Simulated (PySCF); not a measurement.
## From computed data to an observable: oscillator strength and radiative lifetime

SeF4, SMILES F[Se](F)(F)F.

Geometry: TPSSh-D3(BJ)/def2-SVP. The isomer is the one that the SMILES or the coordinates give; other isomers of the formula were not compared.

TDDFT-ωB97X/def2-SVPD (PySCF 2.14.0) puts the first singlet state with f over 0.02 at 6.25 eV (vertical), with the transition dipole (0.526, 0.000, 0.000) in atomic units.

Q: Find the oscillator strength, the wavelength and the radiative lifetime that this transition would have in vacuum if emission retraced absorption.

A: 
|μ|² = 0.2767 au, so |μ| = 1.34 D. ΔE = 6.25/27.211 = 0.2297 hartree. f = (2/3) ΔE |μ|² = 0.042 (the program prints 0.042).
λ = 1239.84/6.25 = 198 nm; ν = 50410 cm⁻¹.
Einstein's coefficient A = 0.6670 ν² f s⁻¹ (ν in cm⁻¹) = 7.2e7 s⁻¹, so τ = 1/A = 14 ns. This state is S1. The figure is the radiative limit of this one transition; relaxation, internal conversion, crossing to triplets and a medium change what is measured.
